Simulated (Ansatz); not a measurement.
The lowest singlet and triplet of SiH2 (SMILES [SiH2]); geometries from B3LYP-D3(BJ)/def2-TZVP, each state relaxed from the structure named, with no frequency check.
Singlet (charge 0, multiplicity 1):
```xyz
3

Si     0.000     0.133     0.000
H     -1.088    -0.934     0.000
H      1.094    -0.926     0.000
```

A positive gap puts the triplet lower; no zero-point energy. R- takes a restricted singlet. U- takes an unrestricted singlet (broken symmetry where lower, unprojected). The triplet is unrestricted in single-reference levels. Active spaces average the two states.

Frozen-core correlation.

Codes used: Ansatz (a first-principles code) with Gaussian orbitals. Each number belongs to the level named beside it.

```tsv
level	gap E(singlet) − E(triplet), vertical, at the singlet's geometry (eV)
U-HF/cc-pV(Q+d)Z (spin-contaminated)	-0.723
R-PBE/def2-TZVPP	-1.063
U-wB97X-V/def2-TZVPP	-1.332
R-MP2/cc-pV(Q+d)Z	-1.150
R-SCS-MP2/cc-pV(Q+d)Z	-1.362
SA-CASSCF(6,6)/cc-pV(Q+d)Z	-1.041
SC-NEVPT2 on SA-CASSCF(6,6)/cc-pV(T+d)Z	-1.244
FIC-NEVPT4(SD) on SA-CASSCF(6,6)/cc-pV(D+d)Z	-1.200
FIC-NEVPT4(SD) on SA-CASSCF(6,6)/cc-pV(Q+d)Z	___
```

Task: Fill in the missing entries.

Result: 
- FIC-NEVPT4(SD) on SA-CASSCF(6,6)/cc-pV(Q+d)Z, gap E(singlet) − E(triplet), vertical, at the singlet's geometry (eV): -1.278

Doubts at one or more of the structures used: a restricted determinant that unrestricted orbitals would lower (R-MP2/cc-pV(Q+d)Z, R-SCS-MP2/cc-pV(Q+d)Z).
